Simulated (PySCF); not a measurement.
Input file for PySCF: R-HF/STO-3G on Rb2, 2S+1 = 1, a spin state set in the input, which need not be the lowest, a point of a bond scan (R = 3.998 Å).

```python
from pyscf import gto, scf, dft, mp
from pyscf.data.elements import chemcore

mol = gto.M(
    atom='''
    Rb    0.00000000    0.00000000    0.00000000
    Rb    0.00000000    0.00000000    3.99822600
    ''',
    basis='sto-3g',
    charge=0, spin=0, verbose=3, max_memory=1800)
mf = scf.RHF(mol)
mf.conv_tol = 1e-8
mf.max_cycle = 100
mf.kernel()
if not mf.converged:
    mf = mf.newton().run(mf.mo_coeff, mf.mo_occ)
```

Predict the final total energy.

-5815.2041 hartree.
